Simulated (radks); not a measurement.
Problem. Coherent X-ray form factor from a spherical all-electron density. Calculated with a radial shooting solver on a logarithmic mesh with Libxc functionals: scalar-relativistic Kohn-Sham, PBE, spin-unpolarised, spherical densities, finite nucleus; Fermi nuclear charge, rms radius of each element as measured or else 0.836 A^(1/3) + 0.57 fm.

sin(theta)/lambda (1/angstrom),f0 (electrons)
0.05,16.908
0.1,16.638
0.15,16.205
0.2,15.633
0.25,14.952
0.3,14.195
0.4,12.583
0.5,11.028
0.6,9.678
0.8,7.750
1,6.609
1.25,5.642
1.5,4.783
2,3.247

The species is in the configuration that NIST lists as its ground one. Which atom or ion scatters so?

Solution. The iron ion Fe9+, [Ne] 3s2 3p5. Extrapolating in s^2 from the first two rows gives f0(0) = 17.0, near the electron count 17; among species with that count, the fall with angle is slower the higher Z, and the table is that of Z = 26; from so few rows the species is fixed only to a neighbour or two.
